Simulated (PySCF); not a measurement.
BeH₆OSi₂, SMILES [SiH3][Be][O][SiH3].

The structure is a stationary point at ωB97X-D3(BJ)/def2-SVP. One conformer was computed; it need not be the lowest.

Level of theory: ωB97X-D3(BJ)/def2-SVP (PySCF).

Frequencies are harmonic and unscaled.

Modes within 1.5 cm⁻¹ of each other (mostly degenerate sets) share a row, with their intensities summed.

| mode | ν (cm⁻¹) | IR (km/mol) | moving atoms (share of kinetic energy) |
|---|---|---|---|
| 1 | 9 | 0.0 | H 100 % |
| 2–3 | 55 | 0.0 | O 49 %, Si 19 %, H 18 %, Be 14 % |
| 4–5 | 237 | 67.7 | Be 52 %, H 26 %, O 22 % |
| 6 | 320 | 0.0 | Si 83 %, H 10 % |
| 7–8 | 519 | 0.0 | H 67 %, Be 22 %, Si 10 % |
| 9–10 | 747 | 134.1 | H 84 %, Si 9 % |
| 11 | 845 | 46.3 | Be 33 %, O 32 %, Si 29 % |
| 12 | 896 | 328.5 | H 91 %, Si 9 % |
| 13–14 | 958 | 77.5 | H 98 % |
| 15–16 | 973 | 193.9 | H 96 % |
| 17 | 1008 | 418.2 | H 88 %, Si 11 % |
| 18 | 1424 | 619.4 | Be 56 %, O 41 % |
| 19–21 | 2226 | 297.5 | H 96 % |
| 22–23 | 2262 | 329.0 | H 96 % |
| 24 | 2270 | 77.8 | H 99 % |
